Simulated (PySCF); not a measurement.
Sn(H)(F)2(OMe) (CH₄F₂OSn), SMILES C[O][SnH]([F])[F].

Geometry optimised at B3LYP-D3(BJ)/def2-SVP. The structure was generated by enumeration; whether it is a known compound was not checked. The def2 effective core potentials stand for the cores of Sn; spin–orbit coupling is left out. The values are those of a single conformer.

Computed with PySCF with HF/def2-TZVP.

Isolated molecule, no solvent.

total energy: -527.48315 hartree
point group: Cs
highest occupied level: -12.60 eV
lowest empty level: 1.90 eV
orbital gap: 14.50 eV
dipole moment: 2.33 D
quadrupole, principal values (traceless, Buckingham form, about the centre of nuclear charge): -6.85, -6.79, 13.64 D·Å
mean static polarisability: 44.0 bohr³ (6.52 Å³)
polarisability, principal values: 39.4, 40.7, 51.8 bohr³
